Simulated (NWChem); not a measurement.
All runs are NWChem calculations. System: BCl, charge 0, spin multiplicity 1, at a geometry optimised with B3LYP/def2-SVP. The structure started from a generated list of species. Level: PBE/def2-TZVPD.

NWChem printed:

```
             Northwest Computational Chemistry Package (NWChem) 7.3.0
             --------------------------------------------------------

                                NWChem Input Module
                                -------------------

 Scaling coordinates for geometry "geometry" by  1.889725989
 (inverse scale =  0.529177249)

 Turning off AUTOSYM since
 SYMMETRY directive was detected!

                             Geometry "geometry" -> ""
                             -------------------------

 Output coordinates in angstroms (scale by  1.889725989 to convert to a.u.)

  No.       Tag          Charge          X              Y              Z
 ---- ---------------- ---------- -------------- -------------- --------------
    1 B                    5.0000     0.00000000     0.00000000    -1.33113900
    2 Cl                  17.0000     0.00000000     0.00000000     0.39151100

 Effective nuclear repulsion energy (a.u.)      26.1109721446

            Nuclear Dipole moment (a.u.)
            ----------------------------
        X                 Y               Z
 ---------------- ---------------- ----------------
     0.0000000000     0.0000000000    -0.0000151178

      Symmetry information
      --------------------

 Group name             C2v
 Group number             16
 Group order               4
 No. of unique centers     2

      Symmetry unique atoms

     1    2


 Summary of "ao basis" -> "" (spherical)
 ------------------------------------------------------------------------------
       Tag                 Description            Shells   Functions and Types
 ---------------- ------------------------------  ------  ---------------------
 *                         def2-tzvpd                 on all atoms

  pbe96 is a nonlocal functional; adding pw91lda local functional.

                                 NWChem DFT Module
                                 -----------------

 Summary of "ao basis" -> "ao basis" (spherical)
 ------------------------------------------------------------------------------
       Tag                 Description            Shells   Functions and Types
 ---------------- ------------------------------  ------  ---------------------
 B                         def2-tzvpd               13       37   6s3p3d1f
 Cl                        def2-tzvpd               16       46   6s6p3d1f

 Summary of "ao basis" -> "ao basis" (spherical)
 ------------------------------------------------------------------------------
       Tag                 Description            Shells   Functions and Types
 ---------------- ------------------------------  ------  ---------------------
 B                         def2-tzvpd               13       37   6s3p3d1f
 Cl                        def2-tzvpd               16       46   6s6p3d1f

      Symmetry analysis of basis
      --------------------------

        a1         37
        a2          8
        b1         19
        b2         19

            General Information
            -------------------
          SCF calculation type: DFT
          Wavefunction type:  closed shell.
          No. of atoms     :     2
          No. of electrons :    22
           Alpha electrons :    11
            Beta electrons :    11
          Charge           :     0
          Spin multiplicity:     1
          Use of symmetry is: on ; symmetry adaption is: on
          Maximum number of iterations: 100
          AO basis - number of functions:    83
                     number of shells:    29
          Convergence on energy requested:  1.00D-06
          Convergence on density requested:  1.00D-05
          Convergence on gradient requested:  5.00D-04

              XC Information
              --------------
          PerdewBurkeErnzerhof Exchange Functional  1.000
            Perdew 1991 LDA Correlation Functional  1.000 local
           PerdewBurkeErnz. Correlation Functional  1.000 non-local

             Grid Information
             ----------------
          Grid used for XC integration:  medium
          Radial quadrature: Mura-Knowles
          Angular quadrature: Lebedev.
          Tag              B.-S. Rad. Rad. Pts. Rad. Cut. Ang. Pts.
          ---              ---------- --------- --------- ---------
[...]
 ---------------- ----- ----------------- --------- --------- ---------  ------
 d= 0,ls=0.0,diis     1   -484.7328246444 -5.11D+02  1.54D-02  8.02D-01     1.8

 !! scf_movecs_sym_adapt:   38 vectors were symmetry contaminated

  Symmetry fudging

 !! scf_movecs_sym_adapt:   34 vectors were symmetry contaminated

 d= 0,ls=0.0,diis     2   -484.6161108357  1.17D-01  9.72D-03  1.01D+00     1.9

 !! scf_movecs_sym_adapt:   38 vectors were symmetry contaminated

  Symmetry fudging

 !! scf_movecs_sym_adapt:   38 vectors were symmetry contaminated

 d= 0,ls=0.0,diis     3   -484.7205999295 -1.04D-01  4.16D-03  3.30D-01     2.0

 !! scf_movecs_sym_adapt:   38 vectors were symmetry contaminated

  Symmetry fudging

 !! scf_movecs_sym_adapt:   38 vectors were symmetry contaminated

 d= 0,ls=0.0,diis     4   -484.7720816947 -5.15D-02  6.62D-04  3.10D-03     2.1

 !! scf_movecs_sym_adapt:   38 vectors were symmetry contaminated

  Symmetry fudging

 !! scf_movecs_sym_adapt:   38 vectors were symmetry contaminated

 d= 0,ls=0.0,diis     5   -484.7722883782 -2.07D-04  1.72D-04  5.60D-04     2.2

 !! scf_movecs_sym_adapt:   38 vectors were symmetry contaminated

  Symmetry fudging

 !! scf_movecs_sym_adapt:   38 vectors were symmetry contaminated

  Resetting Diis
 d= 0,ls=0.0,diis     6   -484.7723821722 -9.38D-05  4.51D-05  2.64D-05     2.4

 !! scf_movecs_sym_adapt:   38 vectors were symmetry contaminated

  Symmetry fudging

 !! scf_movecs_sym_adapt:   38 vectors were symmetry contaminated

 d= 0,ls=0.0,diis     7   -484.7723854136 -3.24D-06  1.02D-05  1.72D-07     2.5

 !! scf_movecs_sym_adapt:   38 vectors were symmetry contaminated

  Symmetry fudging

 !! scf_movecs_sym_adapt:   38 vectors were symmetry contaminated

 d= 0,ls=0.0,diis     8   -484.7723853905  2.31D-08  4.05D-06  3.52D-07     2.6

         Total DFT energy =     -484.772385390473
      One electron energy =     -719.293597146152
           Coulomb energy =      240.371520551875
    Exchange-Corr. energy =      -31.961280940843
 Nuclear repulsion energy =       26.110972144646

 Numeric. integr. density =       22.000000054894

     Total iterative time =      1.9s

                  Occupations of the irreducible representations
                  ----------------------------------------------

                     irrep           alpha         beta
                     --------     --------     --------
                     a1                7.0          7.0
                     a2                0.0          0.0
                     b1                2.0          2.0
                     b2                2.0          2.0

                       DFT Final Molecular Orbital Analysis
                       ------------------------------------

 Vector    9  Occ=2.000000D+00  E=-3.563212D-01  Symmetry=b1
              MO Center=  1.3D-16, -2.9D-32,  2.1D-01, r^2= 1.3D+00
   Bfn.  Coefficient  Atom+Function         Bfn.  Coefficient  Atom+Function
  ----- ------------  ---------------      ----- ------------  ---------------
    53      0.528405  2 Cl px                56      0.287429  2 Cl px
    50      0.244095  2 Cl px                44     -0.203148  2 Cl px
     7      0.125221  1 B  px                10      0.098190  1 B  px
    47     -0.091736  2 Cl px                24     -0.025641  1 B  d  1

 Vector   10  Occ=2.000000D+00  E=-3.563212D-01  Symmetry=b2
              MO Center= -5.4D-32,  2.5D-16,  2.1D-01, r^2= 1.3D+00
   Bfn.  Coefficient  Atom+Function         Bfn.  Coefficient  Atom+Function
  ----- ------------  ---------------      ----- ------------  ---------------
    54      0.528405  2 Cl py                57      0.287429  2 Cl py
    51      0.244095  2 Cl py                45     -0.203148  2 Cl py
     8      0.125221  1 B  py                11      0.098190  1 B  py
    48     -0.091736  2 Cl py                22      0.025641  1 B  d -1

 Vector   11  Occ=2.000000D+00  E=-2.310889D-01  Symmetry=a1
              MO Center=  2.5D-15, -6.5D-16, -1.5D+00, r^2= 1.9D+00
   Bfn.  Coefficient  Atom+Function         Bfn.  Coefficient  Atom+Function
  ----- ------------  ---------------      ----- ------------  ---------------
     4      0.514477  1 B  s                  3      0.300918  1 B  s
     9     -0.247235  1 B  pz                55      0.246173  2 Cl pz
     5      0.187871  1 B  s                  2     -0.168149  1 B  s
    58      0.164882  2 Cl pz                12     -0.146058  1 B  pz
    52      0.115830  2 Cl pz                41     -0.102230  2 Cl s

 Vector   12  Occ=0.000000D+00  E=-1.094253D-01  Symmetry=b2
              MO Center= -1.4D-31,  2.3D-16, -1.0D+00, r^2= 2.3D+00
   Bfn.  Coefficient  Atom+Function         Bfn.  Coefficient  Atom+Function
  ----- ------------  ---------------      ----- ------------  ---------------
     8      0.435765  1 B  py                11      0.418510  1 B  py
    14      0.276649  1 B  py                54     -0.223459  2 Cl py
    57     -0.216114  2 Cl py                51     -0.106221  2 Cl py
    45      0.080910  2 Cl py                68     -0.078608  2 Cl d -1
    73     -0.069572  2 Cl d -1              63     -0.065212  2 Cl d -1

 Vector   13  Occ=0.000000D+00  E=-1.094253D-01  Symmetry=b1
              MO Center= -2.8D-15,  1.4D-30, -1.0D+00, r^2= 2.3D+00
   Bfn.  Coefficient  Atom+Function         Bfn.  Coefficient  Atom+Function
  ----- ------------  ---------------      ----- ------------  ---------------
     7      0.435765  1 B  px                10      0.418510  1 B  px
    13      0.276649  1 B  px                53     -0.223459  2 Cl px
    56     -0.216114  2 Cl px                50     -0.106221  2 Cl px
    44      0.080910  2 Cl px                70      0.078608  2 Cl d  1
    75      0.069572  2 Cl d  1              65      0.065212  2 Cl d  1

 Vector   14  Occ=0.000000D+00  E=-4.314897D-03  Symmetry=a1
              MO Center=  3.7D-16, -2.7D-17,  1.0D+00, r^2= 1.0D+01
   Bfn.  Coefficient  Atom+Function         Bfn.  Coefficient  Atom+Function
  ----- ------------  ---------------      ----- ------------  ---------------
     6      1.702706  1 B  s                 43     -1.162696  2 Cl s
    61      1.021047  2 Cl pz                15      0.666787  1 B  pz
    42     -0.464418  2 Cl s                  4      0.376015  1 B  s
    58      0.338339  2 Cl pz                 5      0.314398  1 B  s
    12      0.280122  1 B  pz                41     -0.206012  2 Cl s

 center of mass
 --------------
 x =   0.00000000 y =   0.00000000 z =  -0.03963045

 moments of inertia (a.u.)
 ------------------
          88.732278200881           0.000000000000           0.000000000000
           0.000000000000          88.732278200881           0.000000000000
           0.000000000000           0.000000000000           0.000000000000

     Multipole analysis of the density
     ---------------------------------

     L   x y z        total         alpha         beta         nuclear
     -   - - -        -----         -----         ----         -------
     0   0 0 0     -0.000000    -11.000000    -11.000000     22.000000

     1   1 0 0     -0.000000     -0.000000     -0.000000      0.000000
     1   0 1 0     -0.000000     -0.000000     -0.000000      0.000000
     1   0 0 1      0.651595      0.325805      0.325805     -0.000015

     2   2 0 0    -13.833997     -6.916998     -6.916998      0.000000
     2   1 1 0     -0.000000     -0.000000     -0.000000      0.000000
     2   1 0 1      0.000000      0.000000      0.000000      0.000000
     2   0 2 0    -13.833997     -6.916998     -6.916998      0.000000
     2   0 1 1      0.000000      0.000000      0.000000      0.000000
     2   0 0 2    -17.016514    -28.980151    -28.980151     40.943787

 Task  times  cpu:        2.6s     wall:        2.6s

 Total times  cpu:        2.6s     wall:        2.6s
```

Write an NWChem input that would produce this output.

Several could match; the one computed here: 
```
start mol
memory heap 200 mb stack 900 mb global 1100 mb
geometry units angstroms nocenter noautoz
  B      0.000000     0.000000    -1.331139
  Cl     0.000000     0.000000     0.391511
  symmetry group C2v
end
basis spherical
  * library def2-tzvpd
end
dft
  xc xpbe96 cpbe96
  semidirect memsize 60000000 filesize 0
  iterations 100
end
task dft energy
```
